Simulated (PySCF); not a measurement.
Compound: N-tert-butylformamide, C5H11NO.
Numbering: `[CH3:1][C:2]([CH3:3])([CH3:4])[NH:5][CH:6]=[O:7]` (hydrogens: H8, H9, H10 on C1; H11, H12, H13 on C3; H14, H15, H16 on C4; H17 on N5; H18 on C6)

Geometry (PBE0-D3(BJ)/def2-SVP, Å), atoms numbered from 1 in this order:
```xyz
18
C5H11NO angstrom
C     -0.560    0.402    1.335
C     -0.303    0.188   -0.158
C     -1.149   -0.973   -0.685
C     -0.624    1.464   -0.932
N      1.121   -0.095   -0.381
C      1.810   -1.135    0.140
O      1.369   -1.994    0.873
H      0.042    1.242    1.715
H     -1.623    0.630    1.510
H     -0.295   -0.502    1.899
H     -2.219   -0.766   -0.532
H     -0.890   -1.901   -0.157
H     -0.975   -1.122   -1.762
H     -0.440    1.331   -2.011
H     -1.682    1.731   -0.802
H     -0.016    2.309   -0.573
H      1.638    0.539   -0.977
H      2.880   -1.123   -0.187
```

Theory: PBE0-D3(BJ)/def2-SVP geometry optimisation, gas phase in PySCF 2.14.0.

Masses are those of the commonest isotopes; rigid-rotor values at the optimised geometry. The values belong to one conformer with, in the numbering `[CH3:1][C:2]([CH3:3])([CH3:4])[NH:5][CH:6]=[O:7]`, C2–N5–C6–O7 0°.

Task: Give the principal moments of inertia and the rotational constants in MHz.

Result: Ia = 123.01, Ib = 261.40, Ic = 273.36 u·Å²; 505379 MHz·u·Å²/I gives A = 4109, B = 1933, C = 1849 MHz.

Task: Classify the top.

Result: A near-prolate asymmetric top; Ray's κ = -0.925.

Task: Is it planar, by Δ = Ic − Ia − Ib?

Result: Not planar: Δ = Ic − Ia − Ib = -111.04 u·Å². For a rigid frame Δ = −2 Σ m c², so Σ m c² = 55.52 u·Å² lies off the ab plane: 17.60 from hydrogen and 37.92 from heavier atoms. The atom farthest from that plane is 2.17 Å away.

Task: Give the other two planar moments, Paa and Pbb, and the rms extents of the mass along the axes.

Result: Paa = Σ m a² = (Ib + Ic − Ia)/2 = 205.88 and Pbb = Σ m b² = (Ia + Ic − Ib)/2 = 67.49 u·Å². With the mass M = 101.08 u, the rms extents √(P/M) along a, b and c are 1.43, 0.82, 0.74 Å.

Task: Which types of transition are allowed, and where do some lines up to J = 4 fall?

Result: The dipole components are |μa| = 2.71 D, |μb| = 2.49 D, |μc| = 0.00 D. Intensities carry the squares of the components, which stand as 1.00 : 0.84 : 0.00 (a : b : c). Some lines, for components of 0.1 D or more:

```
type  branch         J(Ka,Kc)    MHz  lower level (cm⁻¹)
   a       Q  3(1,2) ← 3(1,3)    508               0.822
   a       Q  4(1,3) ← 4(1,4)    846               1.321
   b       R  4(2,2) ← 3(3,1)   4074               1.423
   b       R  3(1,2) ← 2(2,1)   4946               0.674
   a       R  2(1,2) ← 1(1,1)   7480               0.199
   a       R  3(1,3) ← 2(1,2)  11218               0.448
   a       R  3(1,2) ← 2(1,1)  11472               0.457
   b       R  4(1,4) ← 3(0,3)  16929               0.757
   b       R  4(2,3) ← 3(1,2)  21527               0.839
   b       R  4(3,2) ← 3(2,1)  26210               1.053
```

PBE0-D3(BJ)/def2-SVP frequencies: not computed here. Constants of a rigid frame at the computed geometry: no zero-point averaging, no centrifugal distortion. A rigid rotor knows nothing of internal rotation, which can split or shift real lines. Quadrupole hyperfine structure (14N) is left out.
